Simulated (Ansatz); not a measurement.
GaH6OSbSi (`[SiH3][GaH][O][SbH2]`), relaxed with RKS PBE0-D4/def2-TZVP in Ansatz from a GFN2-xTB geometry. The force threshold is 0.005 eV/Å; the program also tests the step.

Total charge 0; spin multiplicity 1. Sb: def2 effective core potential.

Start:

```xyz
10

Si   -0.610   -0.988    1.698
Ga   -0.996    0.905    0.280
O     0.203    1.021   -0.956
Sb    1.496    1.215   -2.421
H    -1.537   -1.034    2.844
H    -0.767   -2.259    0.965
H     0.757   -0.962    2.253
H    -2.080    2.094    0.171
H     0.913   -0.189   -3.201
H     2.622    0.198   -1.633
```

How much energy does the relaxation release, and in how many steps? (Estimate.)

Ansatz gave: 6.12 kcal/mol, in 40 steps, 2 of them rejected.

Which bonds change most? (Best estimate.)

The calculation gave: Ga2–O3 from 1.726 to 1.792 Å; Ga2–H8 from 1.613 to 1.568 Å; Si1–Ga2 from 2.396 to 2.416 Å; Sb4–H10 from 1.709 to 1.727 Å.

Give the relaxed structure. (Estimate.)

The calculation gave: 
```xyz
10

Si   -0.352   -0.886    1.307
Ga   -0.994    1.149    0.176
O    -0.030    1.628   -1.257
Sb    1.487    0.729   -2.099
H    -1.361   -1.253    2.338
H    -0.233   -2.017    0.346
H     0.960   -0.713    1.989
H    -2.142    2.168    0.498
H     0.636   -0.683   -2.601
H     2.028   -0.122   -0.697
```
